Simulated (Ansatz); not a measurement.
Species: 2-methylprop-2-ene-1-selenol, C4H8Se, charge 0, multiplicity 1. 
Geometry from a B3LYP-D3(BJ)/def2-TZVP (Ansatz, a quantum-chemistry and plane-wave program) optimisation:
```
C
C 1 1.3313
H 2 1.0826 1 121.52
H 2 1.0830 3 116.92 1 179.84
C 1 1.4940 2 120.73 3 -179.40
H 5 1.0874 1 111.61 2 6.21
H 5 1.0888 6 108.56 1 -124.18
C 1 1.5000 2 122.61 3 0.07
H 8 1.0890 1 111.48 2 -2.76
H 8 1.0928 9 108.32 1 -121.92
H 8 1.0943 9 108.43 10 -115.83
Se 5 1.9975 6 104.02 7 -112.39
H 12 1.4713 5 95.65 6 154.50
```
Charge 0, spin multiplicity 1.

Quantity: atomisation energy (electronic, to ground-state atoms), in eV. Correlated levels leave the core frozen unless marked. UHF or UKS for open shells. No spin-orbit coupling. The frozen core is the preceding noble-gas configuration, with the filled d and f shells of earlier blocks. No relativistic terms. The coupled-cluster limit lacks core correlation, which all-electron functionals hold. Basis-set limits of correlation are two-point, X^-3; Hartree-Fock from the larger set.

```json
[
 {"level": "PBE/def2-TZVPD", "program": "Ansatz", "atomisation energy (eV)": "52.76"},
 {"level": "revPBE-D4/def2-TZVPD", "program": "Ansatz + dftd4", "atomisation energy (eV)": "51.92"},
 {"level": "r2SCAN-D3(BJ)/def2-TZVPD", "program": "Ansatz + dftd3", "atomisation energy (eV)": "52.05"},
 {"level": "B97M-V/def2-TZVPD", "program": "Ansatz", "atomisation energy (eV)": "51.91"},
 {"level": "PBE0/STO-3G", "program": "Ansatz", "atomisation energy (eV)": "62.11"},
 {"level": "HSE06-D3(BJ)/def2-TZVPD", "program": "Ansatz + dftd3", "atomisation energy (eV)": "52.29"},
 {"level": "LC-wPBE-D4/def2-TZVPD", "program": "Ansatz + dftd4", "atomisation energy (eV)": "51.89"},
 {"level": "LC-wPBE/def2-TZVPD", "program": "Ansatz", "atomisation energy (eV)": "51.56"},
 {"level": "B2GP-PLYP/def2-TZVPD", "program": "Ansatz", "atomisation energy (eV)": "51.07"},
 {"level": "RI-MP2/cc-pVTZ", "program": "Ansatz", "atomisation energy (eV)": "51.14"},
 {"level": "RI-MP2/cc-pVQZ", "program": "Ansatz", "atomisation energy (eV)": "51.89"},
 {"level": "CCSD/aug-cc-pVDZ", "program": "Ansatz", "atomisation energy (eV)": "48.04"},
 {"level": "CCSD/cc-pVDZ", "program": "Ansatz", "atomisation energy (eV)": "47.61"},
 {"level": "CCSD(T)/aug-cc-pVTZ", "program": "Ansatz", "atomisation energy (eV)": "50.89"},
 {"level": "CCSD(T)/CBS(cc-pVTZ,cc-pVQZ)", "program": "Ansatz", "atomisation energy (eV)": "51.81"}
]
```
